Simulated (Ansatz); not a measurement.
Process, species as SMILES: [SeH2] (H2Se) -> [SeH] (HSe) + H atom (the H-Se bond breaks)

Wanted: bond dissociation energy (electronic), in kcal/mol. Conventions: spin-orbit terms left out; open shells spin-unrestricted; non-relativistic; 6-31G* and kin with 6d, 5d where marked; dispersion terms only where a functional's name holds one. Ab initio and DFT rows: single points at B3LYP-D3(BJ) geometries (Ansatz, a program for electronic structure).

```json
[
 {"species": "[SeH2] (H2Se)", "coefficient": "-1", "E at B3LYP/6-31G* (Ansatz), Eh": "-2402.48950", "E at PBE/def2-TZVPD (Ansatz), Eh": "-2402.38404"},
 {"species": "[SeH] (HSe)", "coefficient": "+1", "E at B3LYP/6-31G* (Ansatz), Eh": "-2401.85778", "E at PBE/def2-TZVPD (Ansatz), Eh": "-2401.75055"},
 {"species": "H atom", "coefficient": "+1", "E at B3LYP/6-31G* (Ansatz), Eh": "-0.50027", "E at PBE/def2-TZVPD (Ansatz), Eh": "-0.49962"}
]
```

 1 Eh = 627.5095 kcal/mol.

Task: Work the quantity out at each level.

Result: 
- B3LYP/6-31G*: the sum of coefficient times E is 0.13145 Eh, or 82.49 kcal/mol. Result: 82.5 kcal/mol.
- PBE/def2-TZVPD: the sum of coefficient times E is 0.13387 Eh, or 84.00 kcal/mol. Result: 84.0 kcal/mol.
